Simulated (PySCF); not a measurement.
**Two-component Hartree-Fock for Kr⁹⁺ (krypton, charge +9)**

Start: [Ar] 3d9; 3d3/2 filled at m_j = -1/2, +1/2, +3/2; 3d5/2 filled at m_j = -5/2, -3/2, -1/2, +1/2, +3/2, +5/2. Calculated with PySCF 2.14 in an uncontracted even-tempered set (18 s from 0.53 bohr⁻², ratio 2.8; 13 p from 0.69 bohr⁻², ratio 2.8; 9 d from 0.69 bohr⁻², ratio 2.8; 4 f from 4.6 bohr⁻², ratio 3): generalised Hartree-Fock with the X2C-1e Hamiltonian and a Gaussian nucleus; one run each with spin-orbit coupling (SO) screened by Boettger's factors, then bare. This is a chosen level, not necessarily the ground level.

| spinor shell | electrons | ε, screened SO (eV) | ε, bare SO (eV) | weight of nominal j (bare SO) | rms radius, bare SO (bohr) |
| --- | --- | --- | --- | --- | --- |
| 1s1/2 | 2 | -14588.4 | -14588.4 | 1.000 | 0.0478 |
| 2s1/2 | 2 | -2141.4 | -2141.4 | 1.000 | 0.199 |
| 2p1/2 | 2 | -1945.7 | -1948.1 | 1.000 | 0.174 |
| 2p3/2 | 4 | -1892.2 | -1891.2 | 1.000 | 0.178 |
| 3s1/2 | 2 | -475.51 | -475.52 | 1.000 | 0.558 |
| 3p1/2 | 2 | -402.93 | -403.25 | 0.907 | 0.564 |
| 3d3/2 | 3 | -274.99 | -275.24 | 0.851 | 0.573 |
| 3d5/2 | 6 | -273.34 | -273.18 | 0.926 | 0.577 |

(1) Where does 3p3/2 lie, and what is the 3p spin-orbit splitting (bare SO)?

```
   quantity  screened SO      bare SO
E (hartree)  -2761.50844  -2761.51917
        M_J          3/2          3/2
       ⟨J²⟩        3.751        3.751
       ⟨L²⟩        6.004        6.005
       ⟨S²⟩        0.753        0.754
```

Each row is a mean over spinors that exchange with the open shell spreads, by up to 8.855 eV (3p1/2).

Rows whose weight is well below 1 are mixtures of j = l ± 1/2: exchange outweighs spin-orbit coupling there, and the label is only the starting occupation.

## Answers

(1) At -396.40 eV, 6.853 eV above 3p1/2.
